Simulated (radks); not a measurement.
Q: The gallium ion Ga4+ is in [Ar] 3d(3/2: 4, 5/2: 5). Calculated with a radial shooting solver on a logarithmic mesh with Libxc functionals: Dirac Kohn-Sham, PBE, spin-unpolarised, spherical densities, finite nucleus; Fermi nuclear charge, rms radius of each element as measured or else 0.836 A^(1/3) + 0.57 fm. Sub-shells are occupied by j as written (lower j first in brackets). One electron is removed from 3p1/2, 3p3/2, 3d3/2, 3d5/2 in turn, with full relaxation. Which removal costs least, and what does each cost?

A: 3d5/2 88.113 eV; 3d3/2 88.661 eV; 3p3/2 168.64 eV; 3p1/2 172.46 eV. The 3d5/2 electron leaves first.
